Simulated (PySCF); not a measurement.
# CsK and its ions

r²SCAN; PySCF, scalar-relativistic core potentials, basis sets Cs def2-SVP with ECP46, K def2-SVP. Neutral (UKS): singlet (closed shell), Re = 4.464 Å, ωe = 64.4 cm⁻¹, De = 0.34 eV, HOMO -2.35 eV, LUMO -1.41 eV.

CsK⁺ (UKS): doublet (σ ↑), Re = 4.984 Å, ωe = 49.2 cm⁻¹, De = 0.56 eV to Cs⁺ + K. The energies at the minima are -619.95654 hartree for CsK and -619.82522 for CsK⁺.

Q: Work out the adiabatic ionisation energy, without and with harmonic zero-point energies (1 hartree = 27.2114 eV, 1 eV = 8065.5 cm⁻¹), and the change of the bond length.

A: At r²SCAN: 0.13132 hartree = 3.573 eV between the minima; the zero-point term (49.2 − 64.4)/2 cm⁻¹ = -0.001 eV makes it 3.572 eV. Re changes by +52.0 pm against the neutral. Minus the HOMO energy is 2.35 eV, -1.22 eV from the value between the minima; self-interaction puts the Kohn–Sham level too high, less so with exact exchange. The electron leaves a σ orbital, and the longer bond of the ion fits a bonding orbital, or a change in how ionic the bond is.

Closed-shell solutions of metal pairs were not tested for spin polarisation, which can lower them a little. Weak bonds: CsK. Basis-set superposition, not corrected here, can be much of De in a small basis, most of all at correlated wavefunction levels. Spin–orbit coupling is left out. For an ion De counts to the pair picked by the measured ionisation energies or electron affinities, which need not be the lowest pair at this level. States were picked by a PBE0 search and need not be the measured ground states.
